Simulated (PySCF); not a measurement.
An equivalent PySCF input for Cl (chlorine, neutral), [Ne] 3s2 3p5, 2P determinant, with no relativity, point nucleus:

```python
from pyscf import gto, scf, dft, mp, cc
import basis_set_exchange as bse
mol = gto.M(atom="Cl 0 0 0", charge=0, spin=1, symmetry="D2h",
            basis=gto.basis.parse(bse.get_basis("dyall-acv3z", elements=["Cl"], fmt="nwchem")))
mf = dft.UKS(mol, xc="LC_WPBE")
mf.irrep_nelec = {'Ag': (3, 3), 'B1u': (2, 2), 'B2u': (2, 2), 'B3u': (2, 1)}
mf.kernel()
```

It reaches the same state as the run whose output follows, with an energy that differs only through the grid. The run itself started from symmetry-adapted Hartree-Fock orbitals and held the occupation by maximum overlap, on a logarithmic radial grid, so the iterations belong to that start.

```
SCF conv_tol = 1e-09
number electrons alpha = 9  beta = 8
XC functionals = LC_WPBE
    O. A. Vydrov and G. E. Scuseria.,  J. Chem. Phys. 125, 234109 (2006)
cycle= 1 E= -460.04095999773  delta_E= -0.0136  |g|= 0.0243  |ddm|= 0.0972
cycle= 2 E= -460.041245849653  delta_E= -0.000286  |g|= 0.0064  |ddm|= 0.0164
cycle= 3 E= -460.041276723647  delta_E= -3.09e-05  |g|= 0.00234  |ddm|= 0.0053
cycle= 4 E= -460.041279458057  delta_E= -2.73e-06  |g|= 0.000839  |ddm|= 0.00158
cycle= 5 E= -460.041279722578  delta_E= -2.65e-07  |g|= 9.74e-05  |ddm|= 0.000526
cycle= 6 E= -460.041279736472  delta_E= -1.39e-08  |g|= 3.07e-05  |ddm|= 0.000151
cycle= 7 E= -460.041279738088  delta_E= -1.62e-09  |g|= 2.95e-06  |ddm|= 6.87e-05
cycle= 8 E= -460.041279738099  delta_E= -1.06e-11  |g|= 3.88e-07  |ddm|= 6.03e-06
converged SCF energy = -460.041279738099  <S^2> = 0.75440765  2S+1 = 2.0044028
```
